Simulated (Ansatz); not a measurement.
Li3Br3⁻, relaxed as a doublet with UKS r2SCAN-D4/def2-SVPD in Ansatz, starting from the GFN1-xTB geometry. Force threshold 0.02 eV/Å.

Another isomer (doublet) lies 0.28 eV lower at PBE0-D4/def2-TZVPD; other spin states weren't run for this one.

Start:

Cartesian coordinates in Å:
```
Li 0.951 -0.359 0.964
Li 1.315 -0.728 -1.374
Li -1.295 0.542 -0.413
Br -0.844 0.556 2.125
Br 3.024 -1.360 0.127
Br -3.152 1.350 -1.429
```

(1) Estimate the energy that the relaxation releases and the steps that it takes.

(2) Does the start keep its bonding and symmetry?

(3) Predict the relaxed structure.

Answers

(1) 41.6 kJ/mol, in 18 steps; 1.8 min on 4 threads of Arm Neoverse V2 on a shared host. The force fell under the threshold at step 13, but the optimiser went on and released 0.016 eV more. No frequencies were taken in this run, so the end may be a saddle point.

(2) By distances, no bond broke or formed, bridged metal pairs apart. The bond that changes most is Li3–Br4, from 2.58 to 2.41 Å (atoms count from 1). Metal–metal contacts that move far: Li1–Li3 2.78 to 4.20 Å, Li1–Li2 2.40 to 3.69 Å. Point group Cs at the start, Cs at the end, both within 0.05 Å.

(3) 
```xyz
6

Li    1.1358   -0.4700    0.6346
Li    3.5859   -1.7972   -1.7841
Li   -2.6614    1.2311    0.0917
Br   -0.8396    0.5074    1.4910
Br    3.2859   -1.4597    0.5962
Br   -4.5067    1.9884   -1.0294
```
Bond lengths (bridged metal pairs left out): 5 × Br–Li 2.29 to 2.42 Å.
